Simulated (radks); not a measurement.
The numbers below are computed, except where a source is named.
Task: All-electron atom: Bi IV in [Kr] 4d10 4f14 5s2 5p4 5d10 6s2 6d2 (not the ground configuration). Level of theory: scalar-relativistic Kohn-Sham, r2SCAN, spin-polarised, spherical densities, finite nucleus; open shells are filled with parallel spins first (spin-orbit coupling, left out, can overturn this in heavy ions); meta-GGA in the generalised Kohn-Sham scheme; Fermi nuclear charge, rms radius 5.5211 fm (a radial shooting solver on a logarithmic mesh with Libxc functionals). Some entries of the table are withheld. Estimate them.

orbital  occ.  eigenvalue (hartree)  <1/r> (bohr^-1)  r(max) (bohr)
1s up       1             -3336.250            103.2       0.009660
1s down     1             -3336.230            103.2       0.009660
2s up       1             -602.2170            24.27        0.05618
2s down     1             -602.2097            24.27        0.05618
2p up       3             -515.4944            21.22        0.04690
2p down     3             -515.4798            21.22        0.04690
3s up       1             -147.3093            9.005         0.1583
3s down     1             -147.3023            9.004         0.1583
3p up       3             -122.4271            8.119         0.1587
3p down     3             -122.4172            8.118         0.1587
3d up       5             -97.34508            7.602         0.1296
3d down     5             -97.33288            7.602         0.1296
4s up       1             -35.58945            3.877         0.3558
4s down     1             -35.56789            3.875         0.3558
4p up       3             -27.39919            3.483         0.3756
4p down     3             -27.37892            3.483         0.3757
4d up       5             -17.97929            3.133         0.3813
4d down     5             -17.95578            3.134         0.3814
5s up       1              -7.78939            1.654         0.7691
5s down     1              -7.65256            1.655         0.7676
4f up       7              -7.62484            2.748         0.3427
4f down     7              -7.59555            2.753         0.3427
5p up       3              -5.43992            1.436         0.8532
5p down     1              -5.31423            1.429         0.8537
5d up       5              -2.71908            1.142          1.001
5d down     5              -2.63208            1.127          1.008
6s up       1                   (1)           0.6895          1.723
6s down     1                   (2)           0.7027          1.712
6p up       0              -1.29176           0.5581          2.062
6p down     0              -1.22888           0.5851          2.017
6d up       2              -0.73179           0.3976          2.854
7s up       0              -0.70922           0.3392          3.707
6d down     0              -0.59232           0.4250          2.722

Result: 
(1) 6s up eigenvalue (hartree): -1.83469
(2) 6s down eigenvalue (hartree): -1.80982
